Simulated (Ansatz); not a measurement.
A nudged elastic band was laid between two geometries of C$_{2}$H$_{7}$GaO (11 atoms, charge 0, multiplicity 1).

These are results of Ansatz 0.2.0, RKS PBE/def2-mTZVP, not measurements.

* movable images: 7
* climbing image: yes
* spring: 5.0 eV/Å²
* optimiser: quadratic models (default)
* start path: through a guess of the saddle point
* force threshold: 0.05 eV/Å
* iteration limit: 60
* end points: relaxed

First end point:

```xyz
11
Properties=species:S:1:pos:R:3
Ga -0.694 -0.329 0.148
O 0.991 0.326 -0.012
C 2.038 -0.023 0.884
H -0.900 -1.316 1.370
C -1.931 0.326 -1.238
H 1.720 -0.727 1.677
H 2.433 0.884 1.374
H 2.868 -0.493 0.328
H -2.287 -0.504 -1.864
H -2.814 0.799 -0.787
H -1.425 1.057 -1.880
```

Last end point:

```xyz
11
Properties=species:S:1:pos:R:3
Ga -1.897 -0.914 0.347
O 0.300 -0.489 1.273
C 1.534 -0.111 0.628
H 0.469 -1.227 1.888
C -1.532 0.479 -1.150
H 2.259 0.277 1.360
H 1.280 0.683 -0.083
H 1.980 -0.954 0.077
H -0.753 0.134 -1.855
H -2.442 0.671 -1.746
H -1.199 1.450 -0.739
```

**Question.** Which bonds break or form, and what moves?

**Answer.** Bonds broken: Ga1–O2, Ga1–H4. Bonds formed: O2–H4. C2H7GaO becomes CH3Ga + CH4O.

**Question.** Give the energies along the band, and the barrier.

**Answer.** The forces met the threshold. The highest image is number 4 of 0 to 8, 205.2 kJ/mol above the first end and 110.8 kJ/mol above the last; the last end lies 94.5 kJ/mol above the first. Beside the main top the profile has a ripple of under 15 meV (maxima at images 1, 4), which may be a very shallow well or noise. Neighbouring images differ by up to 1.8 eV, so the band resolves the path poorly. A vibrational analysis at the climbing image gives one clearly imaginary mode, 1186i cm⁻¹: a first-order saddle point. The orbitals stay closed-shell, which can raise the energy where a bond breaks towards radicals; this wasn't checked here.

| image | path coordinate (Å) | energy (kJ/mol) | Ga1–O2 (Å) | Ga1–H4 (Å) | O2–H4 (Å) |
| --- | --- | --- | --- | --- | --- |
| 0 | 0.00 | 0.0 | 1.82 | 1.58 | 2.86 |
| 1 | 1.55 | 2.8 | 1.82 | 1.58 | 2.89 |
| 2 | 3.11 | 1.4 | 1.81 | 1.58 | 2.87 |
| 3 | 4.66 | 28.2 | 1.82 | 1.58 | 2.80 |
| 4 | 6.21 | 205.2 | 2.07 | 1.68 | 1.44 |
| 5 | 6.70 | 126.6 | 2.27 | 2.04 | 1.03 |
| 6 | 7.19 | 98.1 | 2.44 | 2.57 | 0.98 |
| 7 | 7.69 | 95.3 | 2.46 | 2.77 | 0.98 |
| 8 | 8.18 | 94.5 | 2.42 | 2.84 | 0.98 |

**Question.** What is the geometry of the highest image?

**Answer.** 
```xyz
11
Properties=species:S:1:pos:R:3:forces:R:3
Ga -1.266 -0.766 0.345 -0.01 -0.01 -0.01
O 0.441 -0.154 1.338 0.01 -0.01 0.00
C 1.744 -0.029 0.768 0.00 0.01 0.00
H -0.218 -1.430 1.472 0.01 0.01 0.00
C -1.702 0.416 -1.216 0.00 -0.01 0.00
H 2.497 0.080 1.566 0.00 0.00 0.00
H 1.793 0.862 0.118 0.00 0.00 0.00
H 2.020 -0.910 0.159 0.00 0.00 0.00
H -1.081 0.128 -2.080 0.00 0.00 0.00
H -2.757 0.341 -1.511 0.00 0.00 0.00
H -1.471 1.460 -0.958 0.00 0.00 0.00
```

The run took 5.3 min on 2 threads of AMD EPYC 7B13 (Zen 3), on a shared host, peak memory 0.18 GiB.
